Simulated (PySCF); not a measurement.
**Broadened absorption spectrum of [C7H7OS]+**

C7H7OS (charge +1).
SMILES: `C#CCSC1=C[C+]1OC`

Computed with TDDFT B3LYP/def2-SVPD, vertical, gas phase, core orbitals frozen in the response (PySCF 2.14.0, density-fitted response routines). One conformer (not necessarily the lowest) at the GFN2-xTB geometry, without solvent, vibrations or thermal averaging. GFN2-xTB frequencies show an imaginary mode (34i cm⁻¹), so this geometry is no minimum at that level. Torsions of this conformer, `[CH:1]#[C:2][CH2:3][S:4][c:5]1[cH:6][c+:7]1[O:8][CH3:9]`: C2–C3–S4–C5 132°, C3–S4–C5–C6 0°, C6–C7–O8–C9 -1°.

Computed states:

```
state  E (eV)       f
   S1    4.48  0.0008
   S2    4.53   0.025
   S3    5.37  0.0002
   S4    5.47  0.0039
   S5    5.49  0.0013
   S6    5.74   0.296
   S7    5.82   0.056
   S8    6.28   0.196
```

Each state is given a Gaussian of 0.4 eV full width at half maximum, with ε(max) = 2.175×10⁸ f / Δν̃ (Δν̃ the width in cm⁻¹). The cross-section is σ = 3.8235×10⁻²¹ ε cm², given in Mb (10⁻¹⁸ cm²). The width is an assumption, not a result. The curve ends short of the highest state used, and states not computed would add to its high-energy end.

(1) What does the envelope look like, and where are its maxima?

(2) On this curve, what absorbance would a 10⁻³ mol/L sample give at 280 nm over a 1 cm path?

(3) Coming from long wavelengths, where does ε first pass 100 L mol⁻¹ cm⁻¹?

Answers

(1) 
(E (eV), σ (Mb)): (3.88, 0.00), (3.95, 0.02), (4.01, 0.06), (4.07, 0.18), (4.13, 0.43), (4.19, 0.92), (4.25, 1.74), (4.32, 3.12), (4.38, 4.52), (4.44, 5.76), (4.50, 6.50), (4.56, 6.46), (4.63, 5.49), (4.69, 4.17), (4.75, 2.80), (4.81, 1.66), (4.87, 0.87), (4.93, 0.41), (5.00, 0.18), (5.06, 0.15), (5.12, 0.29), (5.18, 0.69), (5.24, 1.66), (5.31, 4.31), (5.37, 9.05), (5.43, 17.42), (5.49, 30.31), (5.55, 47.30), (5.61, 65.84), (5.68, 83.53)

Maxima: 274 nm (4.53 eV), ε about 1700, made up of S2 (97%) (ε in L mol⁻¹ cm⁻¹; maxima over ε = 5, shares over 10%). At its high-energy end, 5.68 eV, the curve is still rising (ε about 22000, from S6 and S7).

(2) 280 nm is 4.428 eV, where ε is about 1500 L mol⁻¹ cm⁻¹, so A = ε c l ≈ 1.5 (Beer–Lambert, with the gas-phase spectrum and the assumed width).

(3) At about 301 nm (4.12 eV), 0.36 eV below S1.

On Arm Neoverse V2, one thread, shared host with 96 logical CPUs at a one-minute load of 60, this took 60 s wall (grids of density and orbitals included) and 0.99 GiB of memory at its peak.
